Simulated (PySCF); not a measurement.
Gas-phase reaction: WOF4 + HF → WF5OH

Energies from PySCF (xtb for GFN2), thermal terms from the rigid-rotor harmonic-oscillator model, ideal gas at 1 bar. † marks an energy on the PBE0/def2-TZVP geometry and frequencies; other levels use their own. MP2 freezes the core. All species are closed-shell singlets. W: scalar-relativistic def2 core potential, no spin-orbit coupling. WF5OH: computed as isolated molecules; such fragments, hydroxides, amides, oligomers or adducts are transient or little studied in the gas. MP2 isn't extrapolated to the basis-set limit. Warning, point group unlike the PBE0 one: WF5OH (GFN2-xTB).

| level | ΔH°(298 K), kJ |
|---|---|
| GFN2-xTB | -388 |
| HF/def2-TZVP† | -35 |
| MP2/def2-TZVPP† | ___ |
| PBE/def2-SVP | ___ |
| PBE0/def2-SVP† | -67 |

Fill in the missing entries.


- MP2/def2-TZVPP†, ΔH°(298 K), kJ: 18
- PBE/def2-SVP, ΔH°(298 K), kJ: -79
